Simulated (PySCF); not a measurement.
C3H7ClSi. Atoms are numbered in the order given.

```xyz
12

Si    -2.0115    -0.0837    -0.8232
C     -0.3419    -1.0122    -0.7623
C      0.1797    -1.0914     0.6352
C      1.0351    -0.2283     1.2181
Cl     1.7212     1.1405     0.3859
H     -2.5319    -0.0448    -2.2362
H     -1.8308     1.3196    -0.3186
H     -3.0204    -0.7891     0.0430
H     -0.4972    -2.0231    -1.1934
H      0.3663    -0.4629    -1.4172
H     -0.1930    -1.9054     1.2809
H      1.3711    -0.3197     2.2609
```
Charge 0, spin multiplicity 1.

Coordinates come from a PBE-D3(BJ)/def2-SVP optimisation. The structure was generated by enumeration; whether it is a known compound was not checked. One conformer was computed; it need not be the lowest.

Computed with PBE-D3(BJ)/def2-SVP run with PySCF.

Frequencies are harmonic and unscaled.

```json
[
 {"mode": "1", "ν (cm⁻¹)": "46", "IR (km/mol)": "0.3", "moving atoms (share of kinetic energy)": "Si 35 %, Cl 33 %, H 16 %, C 16 %"},
 {"mode": "2", "ν (cm⁻¹)": "131", "IR (km/mol)": "0.3", "moving atoms (share of kinetic energy)": "H 92 %"},
 {"mode": "3", "ν (cm⁻¹)": "162", "IR (km/mol)": "0.3", "moving atoms (share of kinetic energy)": "C 50 %, H 28 %, Si 19 %"},
 {"mode": "4", "ν (cm⁻¹)": "226", "IR (km/mol)": "1.8", "moving atoms (share of kinetic energy)": "C 43 %, H 29 %, Cl 27 %"},
 {"mode": "5", "ν (cm⁻¹)": "439", "IR (km/mol)": "4.0", "moving atoms (share of kinetic energy)": "C 62 %, H 29 %"},
 {"mode": "6", "ν (cm⁻¹)": "483", "IR (km/mol)": "4.8", "moving atoms (share of kinetic energy)": "H 85 %, C 10 %"},
 {"mode": "7", "ν (cm⁻¹)": "545", "IR (km/mol)": "4.6", "moving atoms (share of kinetic energy)": "H 45 %, C 36 %, Si 11 %, Cl 8 %"},
 {"mode": "8", "ν (cm⁻¹)": "584", "IR (km/mol)": "4.9", "moving atoms (share of kinetic energy)": "H 48 %, C 32 %, Si 12 %, Cl 9 %"},
 {"mode": "9", "ν (cm⁻¹)": "657", "IR (km/mol)": "58.9", "moving atoms (share of kinetic energy)": "H 64 %, C 28 %"},
 {"mode": "10", "ν (cm⁻¹)": "745", "IR (km/mol)": "34.4", "moving atoms (share of kinetic energy)": "C 44 %, H 43 %"},
 {"mode": "11", "ν (cm⁻¹)": "756", "IR (km/mol)": "44.5", "moving atoms (share of kinetic energy)": "C 55 %, H 29 %, Cl 13 %"},
 {"mode": "12", "ν (cm⁻¹)": "838", "IR (km/mol)": "21.5", "moving atoms (share of kinetic energy)": "H 51 %, C 44 %"},
 {"mode": "13", "ν (cm⁻¹)": "881", "IR (km/mol)": "213.5", "moving atoms (share of kinetic energy)": "H 90 %, Si 10 %"},
 {"mode": "14", "ν (cm⁻¹)": "897", "IR (km/mol)": "3.0", "moving atoms (share of kinetic energy)": "H 80 %, C 20 %"},
 {"mode": "15", "ν (cm⁻¹)": "911", "IR (km/mol)": "28.7", "moving atoms (share of kinetic energy)": "H 97 %"},
 {"mode": "16", "ν (cm⁻¹)": "914", "IR (km/mol)": "41.7", "moving atoms (share of kinetic energy)": "H 97 %"},
 {"mode": "17", "ν (cm⁻¹)": "994", "IR (km/mol)": "9.3", "moving atoms (share of kinetic energy)": "C 53 %, H 47 %"},
 {"mode": "18", "ν (cm⁻¹)": "1105", "IR (km/mol)": "7.3", "moving atoms (share of kinetic energy)": "H 89 %, C 10 %"},
 {"mode": "19", "ν (cm⁻¹)": "1126", "IR (km/mol)": "24.9", "moving atoms (share of kinetic energy)": "H 66 %, C 33 %"},
 {"mode": "20", "ν (cm⁻¹)": "1201", "IR (km/mol)": "1.5", "moving atoms (share of kinetic energy)": "H 86 %, C 14 %"},
 {"mode": "21", "ν (cm⁻¹)": "1289", "IR (km/mol)": "27.9", "moving atoms (share of kinetic energy)": "H 74 %, C 26 %"},
 {"mode": "22", "ν (cm⁻¹)": "1373", "IR (km/mol)": "8.6", "moving atoms (share of kinetic energy)": "H 86 %, C 14 %"},
 {"mode": "23", "ν (cm⁻¹)": "1644", "IR (km/mol)": "18.3", "moving atoms (share of kinetic energy)": "C 94 %"},
 {"mode": "24", "ν (cm⁻¹)": "2156", "IR (km/mol)": "105.1", "moving atoms (share of kinetic energy)": "H 98 %"},
 {"mode": "25", "ν (cm⁻¹)": "2167", "IR (km/mol)": "102.1", "moving atoms (share of kinetic energy)": "H 96 %"},
 {"mode": "26", "ν (cm⁻¹)": "2184", "IR (km/mol)": "76.0", "moving atoms (share of kinetic energy)": "H 96 %"},
 {"mode": "27", "ν (cm⁻¹)": "2987", "IR (km/mol)": "5.9", "moving atoms (share of kinetic energy)": "H 95 %"},
 {"mode": "28", "ν (cm⁻¹)": "3053", "IR (km/mol)": "0.7", "moving atoms (share of kinetic energy)": "H 90 %, C 10 %"},
 {"mode": "29", "ν (cm⁻¹)": "3093", "IR (km/mol)": "4.4", "moving atoms (share of kinetic energy)": "H 92 %, C 8 %"},
 {"mode": "30", "ν (cm⁻¹)": "3152", "IR (km/mol)": "4.0", "moving atoms (share of kinetic energy)": "H 91 %, C 9 %"}
]
```
